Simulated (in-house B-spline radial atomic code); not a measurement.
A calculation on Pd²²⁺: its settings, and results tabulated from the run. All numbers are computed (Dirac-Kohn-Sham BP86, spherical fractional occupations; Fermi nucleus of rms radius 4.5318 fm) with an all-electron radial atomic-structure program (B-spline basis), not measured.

Command:
```bash
python run_scf.py task.json out
```
Settings (nuclear radius in fm, mass in u):
```
Z                46
configuration    [Ar] 3d6
hamiltonian      dirac
method           b88,p86
spin_polarised   False
nucleus          fermi
rms_radius       4.5318
atomic_mass      105.90348
speed_of_light   137.035999084
```

Output (hartree, bohr):
```
 radial grid: 59 intervals, B-splines of order 8, outer radius 3.0396 bohr

 iter        energy (Eh)    residual
    1       -4748.441383    2.49e+00
    2       -4782.934257    7.89e-01
    3       -4785.506174    2.91e-01
    4       -4785.864288    1.05e-01
    5       -4785.914013    2.93e-02
    6       -4785.918488    4.05e-04
    7       -4785.918489    1.75e-06
    8       -4785.918489    4.63e-08

 total energy                     -4785.91849
 kinetic                            5010.0070
 electron-nucleus                 -10878.3246
 Hartree                            1200.8635
 exchange-correlation               -118.4644

 first-order corrections (not in the total)
   Gaunt                             3.5800
   retardation                      -0.3554
   frequency dependence             -0.0269
   self-energy                       2.4887
   Uehling                          -0.3042
   Wichmann-Kroll                    0.0054
   recoil                            0.0177

 orbital      occ     eigenvalue          <r>       <r^2>       <1/r>       r_max    small
 1s1/2      2.000      -917.2124    0.0318493  0.00137076     48.2438     0.02065  2.83e-02
 2s1/2      2.000      -158.5794     0.137464   0.0223163     11.1283      0.1167  5.95e-03
 2p1/2      2.000      -149.3544     0.116673   0.0166987     11.0989     0.09037  5.95e-03
 2p3/2      4.000      -143.4576     0.121581   0.0180037       10.46     0.09451  5.73e-03
 3s1/2      2.000       -49.1264     0.361416    0.148964     4.08128      0.3328  1.84e-03
 3p1/2      2.000       -45.5637     0.350123    0.141847     4.00338      0.3178  1.80e-03
 3p3/2      4.000       -44.3955     0.359121    0.148999     3.84924      0.3266  1.74e-03
 3d3/2      2.400       -38.3697      0.32386     0.12294     3.71365      0.2653  1.63e-03
 3d5/2      3.600       -38.1210     0.326621    0.124891     3.67396      0.2677  1.62e-03
```

Cost of the run: 0.67 s on 1 thread of Arm Neoverse V1 (shared host).

For the Dirac Hamiltonian the kinetic term is c α·p + (β - 1)c².
